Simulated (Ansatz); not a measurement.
Harmonic frequencies (cm⁻¹) at PBE0-D4/def2-TZVP from Ansatz: 86, 123, 128, 262, 303, 607, 631, 848, 3876.

Each molecule was computed in one conformer, which needn't be the lowest.

Problem. Which molecule is it?
A. `[Cl][InH2]`
B. `[F][InH][SeH]`
C. `[OH][In]([F])[Br]`
D. `[F][InH][Cl]`

Solution. C.
